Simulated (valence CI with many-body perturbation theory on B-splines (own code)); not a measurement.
# Energy levels of Ir71+

Computed by valence CI with perturbative core correlation (CI+MBPT): four valence electrons over a frozen Dirac-Fock core [He], radial functions for each j: 11 s, 11 p, 9 d, 7 f, 5 g, 2 h, 1 i, with the one-electron correlation potential Σ1, the two-electron term Σ2, the three-electron term Σ3, Breit, model QED; selected CI, second order for the rest (own B-spline code, finite nucleus).

The last digits are not significant, and no measured levels were compared; by estimate large intervals hold to a few tenths of a per cent, small ones and those within an open d or f shell to about a per cent. Among the levels kept, up to 310 cm⁻¹ of a level comes from second order outside the variational space, and about a tenth of that is noise between levels of different J, which matters for small intervals.

Levels 1 to 45 of 114, with energies above the lowest level, (2s^2 2p1/2^2) J=0. "Leading %" is the weight of the configuration and term that name the level; weights of strongly mixed levels are sums over their largest components and can fall short. In the jj column 3d3/2^4 stands for four electrons in 3d with j = 3/2.

```csv
No.,Configuration,Term,J,E (Ry),Leading %,Leading jj,Second component
1,2s²2p²,³P,0,0.00,68,2s^2 2p1/2^2 (100 %),32 % 2s²2p² ¹S
2,2s²2p²,³P,1,124.86,100,2s^2 2p1/2 2p3/2 (100 %),
3,2s²2p²,¹D,2,126.20,66,2s^2 2p1/2 2p3/2 (100 %),34 % 2s²2p² ³P
4,2s2p³,³P°,2,148.59,49,2s 2p1/2^2 2p3/2 (100 %),26 % 2s2p³ ⁵S°
5,2s2p³,¹P°,1,155.42,31,2s 2p1/2^2 2p3/2 (100 %),30 % 2s2p³ ³D°
6,2s²2p²,³P,2,253.03,65,2s^2 2p3/2^2 (99 %),34 % 2s²2p² ¹D
7,2s²2p²,¹S,0,257.94,67,2s^2 2p3/2^2 (99 %),32 % 2s²2p² ³P
8,2s2p³,⁵S°,2,271.24,50,2s 2p1/2 2p3/2^2 (100 %),46 % 2s2p³ ³D°
9,2s2p³,³D°,3,274.57,100,2s 2p1/2 2p3/2^2 (100 %),
10,2s2p³,³P°,0,279.56,100,2s 2p1/2 2p3/2^2 (100 %),
11,2s2p³,³S°,1,281.32,53,2s 2p1/2 2p3/2^2 (100 %),44 % 2s2p³ ³D°
12,2s2p³,¹D°,2,281.96,74,2s 2p1/2 2p3/2^2 (100 %),21 % 2s2p³ ³D°
13,2s2p³,³P°,1,282.32,64,2s 2p1/2 2p3/2^2 (100 %),33 % 2s2p³ ¹P°
14,2p⁴,³P,2,307.06,67,2p1/2^2 2p3/2^2 (99 %),32 % 2p⁴ ¹D
15,2p⁴,¹S,0,312.16,65,2p1/2^2 2p3/2^2 (99 %),35 % 2p⁴ ³P
16,2s2p³,³P°,2,404.12,51,2s 2p3/2^3 (100 %),19 % 2s2p³ ⁵S°
17,2s2p³,¹P°,1,410.83,36,2s 2p3/2^3 (100 %),25 % 2s2p³ ³D°
18,2p⁴,³P,1,433.23,100,2p1/2 2p3/2^3 (100 %),
19,2p⁴,¹D,2,434.58,68,2p1/2 2p3/2^3 (100 %),32 % 2p⁴ ³P
20,2p⁴,³P,0,563.63,65,2p3/2^4 (100 %),35 % 2p⁴ ¹S
21,2s²2p3s,³P°,0,840.55,100,2s^2 2p1/2 3s (100 %),
22,2s²2p3s,³P°,1,840.82,67,2s^2 2p1/2 3s (100 %),33 % 2s²2p3s ¹P°
23,2s²2p3p,³D,1,847.49,74,2s^2 2p1/2 3p1/2 (100 %),22 % 2s²2p3p ¹P
24,2s²2p3p,³P,0,851.31,67,2s^2 2p1/2 3p1/2 (99 %),32 % 2s²2p3p ¹S
25,2s2p²3s,⁵P,1,862.32,41,2s 2p1/2^2 3s (99 %),32 % 2s2p²3s ³S
26,2s2p²3s,³P,0,865.33,68,2s 2p1/2^2 3s (99 %),32 % 2s2p²3s ¹S
27,2s2p²3p,³P°,1,869.92,33,2s 2p1/2^2 3p1/2 (100 %),20 % 2s2p²3p ⁵D°
28,2s2p²3p,³P°,0,869.99,52,2s 2p1/2^2 3p1/2 (99 %),41 % 2s2p²3p ⁵D°
29,2s²2p3p,³D,2,886.16,52,2s^2 2p1/2 3p3/2 (100 %),32 % 2s²2p3p ¹D
30,2s²2p3p,³P,1,886.23,49,2s^2 2p1/2 3p3/2 (99 %),30 % 2s²2p3p ³S
31,2s²2p3d,³F°,2,891.19,75,2s^2 2p1/2 3d3/2 (100 %),20 % 2s²2p3d ¹D°
32,2s²2p3d,³D°,1,893.18,50,2s^2 2p1/2 3d3/2 (100 %),32 % 2s²2p3d ¹P°
33,2s²2p3d,³P°,2,901.85,47,2s^2 2p1/2 3d5/2 (98 %),35 % 2s²2p3d ³D°
34,2s²2p3d,³F°,3,902.19,46,2s^2 2p1/2 3d5/2 (100 %),32 % 2s²2p3d ¹F°
35,2s2p²3p,³P°,2,908.16,36,2s 2p1/2^2 3p3/2 (97 %),18 % 2s2p²3p ⁵P°
36,2s2p²3p,³D°,1,908.55,30,2s 2p1/2^2 3p3/2 (100 %),22 % 2s2p²3p ¹P°
37,2s2p²3d,³D,1,913.12,47,2s 2p1/2^2 3d3/2 (100 %),34 % 2s2p²3d ⁵F
38,2s2p²3d,³D,2,913.57,30,2s 2p1/2^2 3d3/2 (99 %),16 % 2s2p²3d ⁵F
39,2s2p²3d,³D,3,923.52,38,2s 2p1/2^2 3d5/2 (100 %),17 % 2s2p²3d ⁵D
40,2s2p²3d,³F,2,924.86,26,2s 2p1/2^2 3d5/2 (99 %),22 % 2s2p²3d ¹D
41,2s²2p3s,³P°,2,969.22,98,2s^2 2p3/2 3s (98 %),
42,2s²2p3s,¹P°,1,969.92,66,2s^2 2p3/2 3s (99 %),32 % 2s²2p3s ³P°
43,2s²2p3p,³P,1,977.63,50,2s^2 2p3/2 3p1/2 (97 %),28 % 2s²2p3p ³S
44,2s²2p3p,³D,2,977.75,47,2s^2 2p3/2 3p1/2 (98 %),33 % 2s²2p3p ¹D
45,2s2p²3s,⁵P,2,984.71,84,2s 2p1/2 2p3/2 3s (99 %),8 % 2s2p²3s ³P
```

The ionisation energy to 2s²2p ²P°1/2 of the next ion comes out as 20214 eV (NIST: 20210 ± 60 eV (theoretical)). All 114 levels together are meant to be complete up to 1054.15 Ry.
